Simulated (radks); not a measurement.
Problem. The table gives one normalised radial function P(r) = r R(r) of Fe2+ in [Ar] 3d6 (r in bohr). All-electron calculation, non-relativistic Kohn-Sham, LDA (Slater exchange, Perdew-Wang correlation), spin-polarised, spherical densities, point nucleus; open shells are filled with parallel spins first; hard spherical wall at 10 bohr. Program: a radial shooting solver on a logarithmic mesh with Libxc functionals.

| r | P |
|---|---|
| 0.004299 | 0.0000 |
| 0.005598 | 0.0000 |
| 0.007289 | 0.0001 |
| 0.009491 | 0.0001 |
| 0.01236 | 0.0003 |
| 0.01622 | 0.0006 |
| 0.02112 | 0.0012 |
| 0.0275 | 0.0025 |
| 0.03581 | 0.0052 |
| 0.04663 | 0.0106 |
| 0.06121 | 0.0214 |
| 0.07971 | 0.0410 |
| 0.1038 | 0.0758 |
| 0.1351 | 0.1342 |
| 0.1774 | 0.2283 |
| 0.231 | 0.3587 |
| 0.3008 | 0.5227 |
| 0.3916 | 0.6984 |
| 0.51 | 0.8460 |
| 0.6694 | 0.9216 |
| 0.8716 | 0.8952 |
| 1.135 | 0.7815 |
| 1.478 | 0.6136 |
| 1.924 | 0.4277 |
| 2.526 | 0.2514 |
| 3.289 | 0.1213 |
| 4.283 | 0.0439 |
| 5.577 | 0.0108 |
| 7.261 | 0.0016 |

Which n and l does it have? It may be an empty orbital.

Solution. n = 3, l = 2: the number of nodes gives n - l - 1 = 0, the rise at small r (about r^(l+1)) gives l, and the extent must fit the shell. The curve is that of 3d down; the table hardly tells the two spins apart. 3d down: eigenvalue -23.840 eV, 0 radial nodes, <r> = 1.11 bohr, 90 % of the charge inside 1.93 bohr.
